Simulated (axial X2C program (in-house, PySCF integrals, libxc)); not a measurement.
## How long does NaNi⁻ take?

A bond scan computed with an in-house all-electron X2C program for linear molecules (integrals from PySCF). Basis: Ni dyall-acv3z [10s10p7d4f2g], Na dyall-av3z [10s9p5d2f] (cores contracted in-house).

The run was started with this input:
```json
{"zs": [28, 11], "q": -1, "bas": ["dyall-acv3z", "dyall-av3z"], "levels": ["PBE0", "HF", "BHandHLYP"], "cc": true, "r0": 2.65, "thr": -1.0, "nmax": 90, "npts": 10, "nst": 2, "ntry": 6}
```
```bash
python so2c.py task.json out
```

Keys: zs atomic numbers; q charge; bas basis sets; levels methods; cc coupled cluster on or off; r0 starting distance in Å; thr threshold in hartree for freezing inner shells (an s shell follows its p shell); nmax most natural virtual spinors; npts points on the curve; nst determinants followed; ntry starts of the search. HF also brings MP2.

Hardware: 1 thread of INTEL(R) XEON(R) PLATINUM 8581C CPU @ 2.30GHz (Emerald Rapids), on a shared host.

Wall time of one point of each curve, integrals apart:

| Hamiltonian | level | points | seconds a point |
| --- | --- | --- | --- |
| spin-free | PBE0 | 6 | 0.84 |
| spin-free | HF | 6 | 0.37 |
| spin-free | BHandHLYP | 6 | 0.88 |
| 2c | PBE0 | 6 | 1.1 |
| 2c | HF | 6 | 1 |
| 2c | BHandHLYP | 6 | 1.4 |

The rest:

Search with its distance optimisation 56 s, atoms 96 s, whole task 210 s. Coupled cluster runs on the points near the minimum only. The program drops outer points, and coupled cluster, when its time limit (not in the input) nears; MP2, further determinants and curves that did not converge are not in the table.
